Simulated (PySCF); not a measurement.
A structure optimised at PBE-D3(BJ)/def2-TZVP, used in a PySCF frequency run:

```
C
Te 1 1.9103
Te 1 1.9103 2 180.00
```

Q: Write its SMILES, formula and point group.

A: [Te]=C=[Te], CTe₂, D∞h

Q: What are its rotational constants (standard atomic weights)?

A: 0.54267 GHz (linear rotor, B only)
